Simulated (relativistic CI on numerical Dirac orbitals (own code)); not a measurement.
# Co³⁺ in a cubic cluster: L2,3 absorption with charge transfer

Computed with a charge-transfer multiplet model of a cubic metal-ligand cluster with up to 3 ligand holes, Slater and spin-orbit integrals from Dirac-Coulomb-Breit ions, Slater integrals scaled by 0.8. The ground state mixes d6 with configurations of k ligand holes L, whose averages lie at kΔ + k(k − 1)U_dd/2; a core hole lowers each added d electron by U_cd. 300 K, Lorentzian 0.4 eV and Gaussian 0.3 eV FWHM.

Atomic integrals in eV (Slater integrals scaled, ζ unscaled), ground: F2dd 10.085, F4dd 6.299, zeta_d 0.071; with the core hole: F2dd 10.695, F4dd 6.685, zeta_d 0.093, zeta_core 9.664, F2cd 6.345, G1cd 4.816, G3cd 2.738.

Cluster parameters (eV): Δ = 3.7, U_dd = 7.5, 10Dq = 0.65, 10Dq(ligand) = 0.7, V(eg) = 2.1, V(t2g) = -0.95, final-state hopping factor = 1.

| Case | n_d | d6 | d7L | d8L2 | d9L3 | S |
| --- | --- | --- | --- | --- | --- | --- |
| U_cd = 8 eV | 6.21 | 0.79 | 0.20 | 0.01 | 0.00 | 2.00 |
| U_cd = 8.6 eV | 6.21 | 0.79 | 0.20 | 0.01 | 0.00 | 2.00 |
| U_cd = 9.2 eV | 6.21 | 0.79 | 0.20 | 0.01 | 0.00 | 2.00 |
| U_cd = 9.8 eV | 6.21 | 0.79 | 0.20 | 0.01 | 0.00 | 2.00 |
| U_cd = 10.4 eV | 6.21 | 0.79 | 0.20 | 0.01 | 0.00 | 2.00 |

Weights, n_d and S are thermal averages at 300 K. Photon energies count from the first peak over 30 % of the highest in each spectrum, which can be another peak from case to case. The parameters are a model scan and need not match a compound or its usual spin state. Peaks in eV (height, largest 100):
- U_cd = 8 eV: -1.0 (19), 0.0 (31), 1.2 (100), 3.9 (21), 5.0 (11), 14.9 (11), 16.2 (37), 19.2 (8)
- U_cd = 8.6 eV: -0.9 (20), 0.0 (31), 1.3 (100), 3.8 (20), 4.9 (13), 15.0 (11), 16.3 (36), 19.2 (7)
- U_cd = 9.2 eV: -2.1 (20), -1.3 (30), 0.0 (100), 2.4 (20), 3.3 (14), 13.8 (11), 15.0 (35), 17.8 (7)
- U_cd = 9.8 eV: -2.1 (21), -1.4 (28), 0.0 (100), 3.0 (15), 5.4 (6), 6.7 (6), 13.8 (11), 15.0 (34), 17.6 (7)
- U_cd = 10.4 eV: -2.1 (22), -1.4 (27), 0.0 (100), 2.7 (17), 3.9 (11), 5.0 (8), 6.5 (8), 13.7 (11), 15.0 (32), 17.4 (7)

For the case U_cd = 9.2 eV, Δ = 3.7 eV is smaller than U_dd = 7.5 eV, the charge-transfer side of the Zaanen-Sawatzky-Allen scheme. With the core hole the configuration with one ligand hole lies at Δ + U_dd − U_cd = 3.2, 2.6, 2.0, 1.4, 0.8 eV from the one without, in the order of the table; where this is negative the screened configuration lies lower, though the effective hopping of about 3.1 eV (from the holes of the mixed ground state) mixes the two strongly wherever it is as large as the gap.
